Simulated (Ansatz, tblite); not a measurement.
Forces on the cluster Al6N⁻ at its PBE0-D4/def2-SVPD geometry. Charge -1, multiplicity 1.

The xTB rows come from tblite. The restricted singlet is unstable towards broken spin symmetry in Hartree–Fock (as tested in another run); at PBE-D4/def2-TZVPD this wasn't settled. The structure comes from a short search, and lower isomers may exist.

GFN1-xTB (tblite), largest force 0.98 eV/Å:

```xyz
7
positions Å, forces eV/Å
N     0.007   -0.291    0.290   -0.131   -0.138   -0.959
Al   -1.684    1.151    0.260   -0.226    0.298    0.198
Al   -0.148    0.671   -1.733    0.015    0.473   -0.242
Al    0.311    0.823    1.899    0.099    0.400    0.503
Al    1.881    0.813   -0.176    0.313    0.246    0.130
Al   -1.509   -1.459   -0.110   -0.529   -0.589    0.244
Al    1.142   -1.708   -0.430    0.458   -0.690    0.125
```

GFN2-xTB (tblite), largest force 0.76 eV/Å:

```
N 0.034 0.089 0.223
Al 0.048 -0.068 0.105
Al -0.014 -0.647 0.393
Al -0.063 -0.108 -0.422
Al -0.032 -0.057 0.115
Al 0.551 0.348 -0.272
Al -0.525 0.443 -0.142
```

PBE-D4/def2-TZVPD (Ansatz), largest force 0.18 eV/Å:

```
N 0.009 -0.105 0.147
Al -0.078 0.050 0.037
Al -0.015 -0.011 -0.106
Al 0.014 0.102 0.050
Al 0.092 0.034 0.016
Al -0.082 -0.026 -0.063
Al 0.060 -0.044 -0.080
```
